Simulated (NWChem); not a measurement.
# CH₄AlFOS; SMILES C[O][Al]([F])[SH]

```xyz
9

Al    -0.2910    -0.0736     0.0003
F     -1.9516    -0.0018    -0.0001
O      0.6582     1.3037     0.0009
C      0.6558     2.6917    -0.0007
H      1.1781     3.0785    -0.8930
H     -0.3639     3.1170     0.0035
H      1.1862     3.0803     0.8861
S      0.6666    -2.0137    -0.0001
H     -0.5191    -2.6643    -0.0008
```
Atoms are numbered in this order, from 1.

Computed with NWChem. Medium grid unless said otherwise, to which SCAN and Minnesota functionals are sensitive. Geometry: optimised at PBE0/def2-SVP. B3LYP is NWChem's, with the RPA form of VWN correlation. Total energies of different functionals are on different scales.

| level | energy (Ha) | highest occupied level (eV) | orbital gap (eV) | dipole (D) |
|---|---|---|---|---|
| B3LYP/def2-SVP | -856.0334 | -7.38 | 6.66 | 0.99 |
| PBE/def2-SVP | -855.4504 | -6.38 | 5.07 | 0.95 |
| B3PW91/def2-SVP | -855.8495 | -7.49 | 6.94 | 1.05 |
| PW91/def2-SVP | -855.8912 | -6.42 | 5.03 | 0.94 |
| MN15-L/def2-SVP | -855.6164 | -6.91 | 6.07 | 1.11 |
| OLYP/def2-SVP | -855.9313 | -6.26 | 5.12 | 0.92 |
| M05-2X/def2-SVP | -855.9656 | -8.91 | 9.33 | 1.16 |
| PBE0/def2-SVP | -855.5172 | -7.71 | 7.25 | 1.04 |
| M06/def2-SVP | -855.8769 | -7.65 | 7.09 | 0.84 |
| BLYP/def2-SVP | -855.9434 | -6.15 | 4.94 | 0.91 |
